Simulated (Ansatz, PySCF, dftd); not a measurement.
Species: SiH₂F₂, charge 0, singlet. SiH2F2 (difluorosilane, SMILES F[SiH2]F).
B3LYP-D3(BJ)/def2-TZVP minimum from Ansatz (a first-principles code):
```
Si
F 1 1.5916
F 1 1.5916 2 107.98
H 1 1.4696 2 108.50 3 -117.41
H 1 1.4696 4 114.67 2 121.46
```

Wanted: enthalpy of formation at 298 K (by atomisation, with rigid-rotor harmonic-oscillator terms from PySCF's Hessian at B3LYP-D3(BJ)/def2-TZVP and the atoms' measured values of the G2/97 table; no spin-orbit terms), in kcal/mol. Open shells are spin-unrestricted; no spin-orbit coupling. Correlated methods leave the cores frozen. Rows without X2C or -DK are non-relativistic. CBS(X,Y): correlation extrapolated as X^-3, Hartree-Fock from the larger set (Q,5: extrapolated as (X+1)exp(-9√X)). A bracket is a step between two methods taken in the basis named. The functionals are non-relativistic, so their misses hold any scalar relativity. 'core' is core correlation in cc-pwCVTZ (1s frozen past Ne), 'X2C' scalar relativity in cc-pVTZ-DK, both at CCSD(T). Where a partner has so few electrons that a lower coupled-cluster level is exact, that level stands in.

```csv
level,program,enthalpy of formation at 298 K (kcal/mol),difference against the last row
HF/cc-pV(5+d)Z,Ansatz,-82.3,104.8
r2SCAN-D4/def2-TZVPD,Ansatz + dftd4,-182.0,5.1
"CCSD/CBS(cc-pV(T+d)Z,cc-pV(Q+d)Z)",Ansatz,-182.9,4.2
"CCSD(T)/CBS(cc-pV(Q+d)Z,cc-pV(5+d)Z)",Ansatz,-188.6,-1.5
CCSDT(Q)/cc-pV(D+d)Z,Ansatz,-138.6,48.5
CCSDT(Q)/cc-pV(T+d)Z,Ansatz,-173.1,14.0
"CCSD(T)/CBS(cc-pV(Q+d)Z,cc-pV(5+d)Z) + [CCSDT(Q) - CCSD(T)]/cc-pV(T+d)Z + core + X2C",Ansatz,-187.1,0.0
```
